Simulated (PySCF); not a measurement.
# Two-photon absorption: `[SiH3]C=C=C[SiH3]`, C₃H₈Si₂

Geometry:
```json
{"atom": "Si1", "x (Å)": "2.592", "y (Å)": "0.138", "z (Å)": "0.555"}
{"atom": "C2", "x (Å)": "1.329", "y (Å)": "0.051", "z (Å)": "-0.806"}
{"atom": "C3", "x (Å)": "0.144", "y (Å)": "-0.443", "z (Å)": "-0.592"}
{"atom": "C4", "x (Å)": "-1.043", "y (Å)": "-0.906", "z (Å)": "-0.325"}
{"atom": "Si5", "x (Å)": "-2.392", "y (Å)": "0.217", "z (Å)": "0.290"}
{"atom": "H6", "x (Å)": "3.800", "y (Å)": "-0.654", "z (Å)": "0.198"}
{"atom": "H7", "x (Å)": "3.021", "y (Å)": "1.546", "z (Å)": "0.769"}
{"atom": "H8", "x (Å)": "1.992", "y (Å)": "-0.400", "z (Å)": "1.801"}
{"atom": "H9", "x (Å)": "1.566", "y (Å)": "0.426", "z (Å)": "-1.800"}
{"atom": "H10", "x (Å)": "-1.233", "y (Å)": "-1.969", "z (Å)": "-0.463"}
{"atom": "H11", "x (Å)": "-3.547", "y (Å)": "0.209", "z (Å)": "-0.646"}
{"atom": "H12", "x (Å)": "-1.853", "y (Å)": "1.594", "z (Å)": "0.406"}
{"atom": "H13", "x (Å)": "-2.880", "y (Å)": "-0.245", "z (Å)": "1.617"}
```

The calculation used PySCF 2.14.0, TDDFT CAM-B3LYP/def2-TZVPD excited states, vertical, gas phase. Geometry: PBE0-D3(BJ)/def2-TZVP.

Singlets 4 and 5 lie within 0.01 eV of each other, so their separate moments and overlaps can depend on how they mix.

(1) How strongly do the lowest singlets absorb one photon, and two photons of half the energy?

Results:

(1) δ for parallel linear polarisation; σ at the peak of a Lorentzian of half width 0.1 eV, single beam; Ω is circular over linear.
```csv
state,E (eV),f,photon λ (nm),δ (au),σ (GM),Ω,main
S1,5.67,0.002,437,<0.1,0.00,–,"HOMO→LUMO+1 0.43, HOMO−1→LUMO 0.28"
S2,5.80,0.000,427,0.29,0.00,1.41,"HOMO−1→LUMO+1 0.40, HOMO→LUMO 0.31"
S3,6.58,0.002,377,5.72,0.09,1.13,"HOMO−1→LUMO+1 0.46, HOMO→LUMO 0.38"
S4,6.78,0.002,366,25,0.42,1.48,"HOMO→LUMO+2 0.74, HOMO→LUMO 0.17"
S5,6.79,0.002,365,28,0.47,1.50,"HOMO−1→LUMO+2 0.61, HOMO−1→LUMO 0.31"
S6,7.08,1.451,350,4.2,0.08,1.50,"HOMO→LUMO+1 0.42, HOMO−1→LUMO 0.26"
```

Among these, the strongest one-photon state is S6, the strongest two-photon state S5, with a dipole change of 1.5 D (relaxed, norm of the difference vector).
